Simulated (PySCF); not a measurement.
## Shieldings and the share of exact exchange

Molecule: SMILES N(C)[Si@H](C)F, C2H8FNSi.

Molfile (atoms numbered from 1):
```
C2H8FNSi
     RDKit          3D

 13 12  0  0  0  0  0  0  0  0999 V2000
   -1.7168    0.6366    0.1027 C   0  0  0  0  0  0  0  0  0  0  0  0
   -1.0120   -0.5328   -0.3663 N   0  0  0  0  0  0  0  0  0  0  0  0
    0.6730   -0.6858   -0.6280 Si  0  0  2  0  0  4  0  0  0  0  0  0
    1.6544    0.1205    0.7308 C   0  0  0  0  0  0  0  0  0  0  0  0
    1.1730    0.0278   -2.0152 F   0  0  0  0  0  0  0  0  0  0  0  0
   -2.5044    0.3736    0.8296 H   0  0  0  0  0  0  0  0  0  0  0  0
   -2.1897    1.2205   -0.7085 H   0  0  0  0  0  0  0  0  0  0  0  0
   -1.0214    1.3131    0.6217 H   0  0  0  0  0  0  0  0  0  0  0  0
   -1.6123   -1.2252   -0.8002 H   0  0  0  0  0  0  0  0  0  0  0  0
    0.9485   -2.1374   -0.8049 H   0  0  0  0  0  0  0  0  0  0  0  0
    1.4563    1.2025    0.7816 H   0  0  0  0  0  0  0  0  0  0  0  0
    1.4239   -0.3229    1.7111 H   0  0  0  0  0  0  0  0  0  0  0  0
    2.7308   -0.0027    0.5376 H   0  0  0  0  0  0  0  0  0  0  0  0
  1  2  1  0
  2  3  1  0
  3  4  1  0
  3  5  1  0
  1  6  1  0
  1  7  1  0
  1  8  1  0
  2  9  1  0
  3 10  1  6
  4 11  1  0
  4 12  1  0
  4 13  1  0
M  END
```

GIAO shieldings (ppm, equivalent atoms averaged) in PySCF 2.14.0 with density-fitted response routines on the PBE0-D3(BJ)/def2-SVP geometry, basis pcSseg-2, gas phase, non-relativistic:

```csv
functional,exact exchange (%),σ(C1),σ(N2),σ(Si3),σ(F5)
BLYP,0,143.9,201.9,326.1,303.1
BP86,0,148.1,207.0,332.7,302.2
PBE,0,148.7,206.5,332.9,301.2
B3LYP,20,149.0,210.6,339.5,315.6
mPW1PW91,25,153.4,216.5,349.6,318.6
BHandHLYP,50,155.2,220.9,360.5,331.4
HF,100,163.9,235.6,399.7,353.5
```

Task: Fit each shielding as a line in the percentage of exact exchange.

Result: σ(C1) = 147.0 + 0.17 x (rms 1.7 ppm); σ(N2) = 205.6 + 0.31 x (rms 2.0 ppm); σ(Si3) = 329.7 + 0.68 x (rms 3.1 ppm); σ(F5) = 303.5 + 0.52 x (rms 1.8 ppm). The functionals also differ in their semilocal parts, which the line can't hold; Hartree–Fock has no correlation at all.

Task: What does the line predict for PBE0 (25 %), and what does the run give?

Result: σ(C1): 151.2 predicted, 154.3 computed; σ(N2): 213.3 predicted, 216.8 computed; σ(Si3): 346.7 predicted, 350.1 computed; σ(F5): 316.5 predicted, 317.5 computed ppm.
